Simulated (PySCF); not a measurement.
CH₅BFNO.
Z-matrix (Å and degrees, PBE0-D3(BJ)/def2-SVP geometry), rows numbered from 1:
```
N 
B   1  1.3975
O   2  1.3823  1  122.61
C   3  1.3657  2  121.93  1    10.55
F   4  1.3761  3  111.61  2   -60.67
H   1  1.0097  2  121.54  3  -179.56
H   1  1.0122  2  123.13  3    10.77
H   2  1.2074  1  120.97  3   178.64
H   4  1.1067  3  111.51  2    58.61
H   4  1.1015  3  108.62  2  -179.21
```

The closed-shell ground state was solved at several levels (PySCF, density fitting, gas phase, non-relativistic).

| level | basis functions | HOMO (eV) | LUMO (eV) | gap (eV) | dipole (D) |
| --- | --- | --- | --- | --- | --- |
| B3LYP/def2-TZVP | 185 | -7.90 | 0.50 | 8.40 | 1.71 |
| KT2/pcJ-1 | 185 | -6.70 | 0.02 | 6.72 | 1.80 |
| CAM-B3LYP/pcJ-1 | 185 | -9.53 | 2.04 | 11.57 | 1.86 |
| PBE0/pcJ-1 | 185 | -8.10 | 1.01 | 9.11 | 1.86 |
| B3LYP/pcJ-0 | 80 | -7.71 | 1.14 | 8.85 | 2.11 |

Question: What might B3LYP/aug-cc-pVTZ-J (330 basis functions) give for the same quantities?

Answer: HOMO -7.96 eV, LUMO -0.39 eV, gap 7.57 eV, dipole 1.66 D.

Question: Over all these levels, which gives the widest orbital gap and which the narrowest?

Answer: CAM-B3LYP/pcJ-1 (range-separated hybrid) has the widest, 11.57 eV, and KT2/pcJ-1 (GGA) the narrowest, 6.72 eV. The two share the basis. From the narrowest to the widest the HOMO moves by -2.83 eV and the LUMO by +2.02 eV.

Question: How much does the basis alone move the frontier levels among the 3 B3LYP rows (the withheld one included)?

Answer: The HOMO by 0.25 eV and the LUMO by 1.53 eV. By rising basis size (HOMO, LUMO in eV): pcJ-0 -7.71, 1.14; def2-TZVP -7.90, 0.50; aug-cc-pVTZ-J -7.96, -0.39.

Question: How far do the dipole and the HOMO energy spread over the levels?

Answer: The dipole runs from 1.66 to 2.11 D (mean 1.83 D) and the HOMO from -9.53 to -6.70 eV.

One conformer stands for the species.
